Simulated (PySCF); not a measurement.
CH3F3O3Sn, SMILES [OH][Sn]([OH])([OH])[C](F)(F)F (connectivity only; charge and spin as stated), charge -1, multiplicity 2.

Geometry optimised at PBE0-D3(BJ)/def2-SVPD. The def2 effective core potentials stand for the cores of Sn; spin–orbit coupling is left out. Other conformers were not sampled.

The numbers are results of PBE0/def2-SVPD (PySCF), not measurements.

Isolated molecule, no solvent.

Estimate the frontier levels, dipole moment and polarisability. (The exact figures need the calculation; the answer reports its results.)


- α spin, highest occupied and lowest empty level: -1.21 and 3.62 eV
- β spin, highest occupied and lowest empty level: -3.48 and 1.55 eV
- dipole moment about the centre of nuclear charge: 1.68 D
- mean static polarisability: 91.7 bohr³ (13.59 Å³)
- polarisability, principal values: 80.9, 82.5, 111.8 bohr³
- ⟨S²⟩: 0.757 (pure state 0.75)
